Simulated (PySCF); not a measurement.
C5H9NOSi.
Geometry (PBE0-D3(BJ)/def2-SVP, Å), atoms numbered from 1 in this order:
```
atom  x, y, z in Å
C1     1.9721    0.4337   -0.4138
Si2    0.7397   -0.8663    0.0898
C3    -0.5957   -1.2721   -1.1870
C4    -1.8677   -1.2296   -0.3303
C5    -1.6551   -0.1493    0.7488
C6    -1.8634    1.1995    0.1778
N7    -1.9898    2.2463   -0.2992
O8    -0.3519   -0.2640    1.2528
H9     2.5842    0.7471    0.4456
H10    1.4512    1.3208   -0.8064
H11    2.6499    0.0531   -1.1944
H12    1.4264   -2.0596    0.6667
H13   -0.4727   -2.2353   -1.7023
H14   -0.6169   -0.4858   -1.9606
H15   -2.7821   -1.0391   -0.9131
H16   -2.0039   -2.1875    0.1969
H17   -2.3755   -0.2708    1.5753
```

Linear response at wB97X-D/def2-SVPD (PySCF, frozen core in the response, non-relativistic).

Static isotropic polarisability: 86.29 au (12.79 Å³), principal values 75.1, 89.9, 93.9 au.

(1) What is the polarisability at 1064 nm and at the sodium D line?

(2) What is the isotropic C6 coefficient between two such molecules, C6 = (3/π)∫α(iω)² dω?

(3) Which effective excitation energy ω̄ makes London's formula C6 = (3/4)α²ω̄ exact here?

(4) The lowest 6 singlets have (eV, f): 7.47, 0.001; 7.59, 0.004; 7.95, 0.004; 8.00, 0.001; 8.15, 0.027; 8.28, 0.005. What share of the static polarisability do they carry in the sum over states α = Σ f/ω²?

(5) How anisotropic is the static polarisability, by Δα² = ½[(α1 − α2)² + (α2 − α3)² + (α3 − α1)²]?

(6) How many electrons N does the Slater–Kirkwood formula C6 = (3/4)·√N·α^(3/2) need to give this C6?

(7) What molar refraction at the D line follows from R = (4π/3)·N_A·α′, with α′ the polarisability volume?

Results:

(1) 86.91 au at 1064 nm (+0.7 %), 88.35 au at 589.3 nm (+2.4 %). The rise at 589.3 nm is 3.34 times that at 1064 nm; a pure ω² law gives 3.26. The lowest singlet lies at 166 nm, shorter than both wavelengths.

(2) 3179 au (Eh·bohr⁶) by a ten-point quadrature over imaginary frequencies, which is 1900 eV·Å⁶ or 183 J·nm⁶/mol.

(3) ω̄ = 4·C6/(3α²) = 0.569 Eh = 15.5 eV. A one-pole form α(ω) = α/(1 − ω²/ω̄²) fitted to the 1064 nm value gives 13.8 eV.

(4) 0.47 au, 0.5 % of α; the largest term, 0.30 au, is that of the state at 8.15 eV. Their oscillator strengths add up to 0.04. Higher states carry the rest.

(5) Δα = 17.1 au, or 0.20 of the isotropic value.

(6) N = (4·C6/3)²/α³ = 28.0; the species has 68 electrons in all.

(7) α′ = 13.09 Å³ gives R = 33.03 cm³/mol, for isolated, non-vibrating species.

One conformer stands for the species.

Note: wB97X-D ran without an empirical dispersion term, which enters the total energy and its gradient alone.
